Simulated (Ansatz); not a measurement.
Ansatz (a first-principles code) input (CAM-B3LYP/def2-TZVPD):

Ansatz 0.2 input:
```yaml
crystal:
  periodic: [false, false, false]
  atoms:
    - {symbol: B, position_ang: [-0.00000000, -0.00000000, -0.00000000]}
    - {symbol: H, position_ang: [-0.78294691, -0.83263902, -0.47144604]}
    - {symbol: H, position_ang: [0.17161806, -0.23031944, 1.20252034]}
    - {symbol: H, position_ang: [-0.47175219, 1.13430514, -0.13912829]}
    - {symbol: H, position_ang: [1.08308104, -0.07134667, -0.59194601]}
basis:
  gaussian:
    orbitals: def2-TZVPD
hamiltonian:
  xc: {name: CAM-B3LYP}
total_charge: -1
magnetization: {spin_polarized: true, initial_magnetization: 2}
```

End of the output:

```
mean field evaluation 1: about -735.1255 eV, gradient 8.2e0 eV
mean field evaluation 2: about -735.7034 eV, gradient 3.6e0 eV
mean field evaluation 4: about -735.7953 eV, gradient 2.1e-1 eV
mean field evaluation 8: about -735.7745 eV, gradient 3.1e-2 eV
mean field evaluation 16: about -735.7745 eV, gradient 2.1e-4 eV
mean field evaluation 32: about -735.8272 eV, gradient 3.6e-5 eV
mean field evaluation 64: about -735.7663 eV, gradient 2.3e0 eV
integrals: 0.06 GiB planned
a density is far from that of the atoms, so the factors are made again for it
549 factors; integrals over basis functions are off by at most 5.9e-4 eV
230 factors; integrals over basis functions are off by at most 4.8e-6 eV
mean field: 0.22 GiB planned
mean field -735.82730387 eV, -27.0411546555 hartree, gradient 6.3e-6 eV, S^2 2.008623; 0 other end points of the search recorded, 0 dependent functions left out
reference -735.82738400 eV, -27.0411576001 hartree; 6, 4 occupied and 67, 69 virtual orbitals, 549 factors
Total energy: -735.82738400 eV, -27.0411576001 hartree
```

This state (charge -1, triplet) is run at the relaxed geometry of the species with charge -1 and multiplicity 1, and is a spin state other than that species' own.
